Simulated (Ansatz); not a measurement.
Computed with Ansatz.

A structure relaxed at PBE0-D4/def2-TZVP, charge 0, multiplicity 1:

Cartesian coordinates in Å:
```
C 0.5467 -1.1106 1.5535
Si -0.9182 -0.4776 0.5857
C -0.3801 0.4731 -0.9538
C 0.5600 1.6294 -0.6384
S 0.4912 -0.6490 -2.1001
H 1.1917 -1.7179 0.9152
H 1.1389 -0.2865 1.9574
H 0.2131 -1.7258 2.3923
H -1.7846 -1.6080 0.1458
H -1.7442 0.4303 1.4366
H -1.2635 0.8622 -1.4681
H 0.0715 2.3440 0.0288
H 0.8531 2.1640 -1.5460
H 1.4728 1.2796 -0.1498
H -0.4483 -1.6072 -2.1590
```

Give its formula and SMILES.

C3H10SSi, `C[SiH2]C(C)S`.

Point group (tolerance 0.08 Å, 0.16 Å for H)?

C1.

Summarise the bond lengths by kind.

2 × C–Si 1.866 to 1.888 Å; 7 × C–H 1.092 to 1.094 Å; 2 × H–Si 1.491 to 1.494 Å; 1 × C–C 1.523 Å; 1 × C–S 1.825 Å; 1 × H–S 1.343 Å.
